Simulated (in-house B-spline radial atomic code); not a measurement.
A fraction x of an electron is removed from 3p in the manganese ion Mn³⁺, starting from [Ar] 3d4 and keeping the highest spin. Level of theory: scalar-relativistic (X2C) PBEsol, spin-polarised, spherical fractional occupations, Fermi nucleus of rms radius 3.7057 fm; calculated with a B-spline radial code for spherical atoms.

| x | E(x) - E(0) (eV) | 3p down level (eV) |
| --- | --- | --- |
| 0 | 0.0000 | -87.178 |
| 0.04 | 3.5023 | -87.940 |
| 0.23 | 20.5575 | -91.598 |
| 0.29 | 26.0883 | -92.765 |
| 0.49 | 45.0332 | -96.694 |
| 0.5 | 46.0011 | -96.892 |
| 0.58 | ? | ? |
| 0.71 | ? | ? |
| 0.77 | 72.8880 | -102.287 |
| 0.88 | 84.2617 | -104.511 |
| 1 | 96.9494 | -106.953 |

(1) What belongs in the row x = 0.58?

(2) What belongs in the row x = 0.71?

(3) Check Janak's theorem between x = 0.04 and 0.23.

## Answers

(1) An energy change of 53.8159 eV; 3p down at -98.480 eV.

(2) An energy change of 66.7870 eV; 3p down at -101.080 eV.

(3) The slope of the energy is 89.76 eV; the orbital levels give 89.77 eV (-ε of the emptying orbital, averaged over the two points).
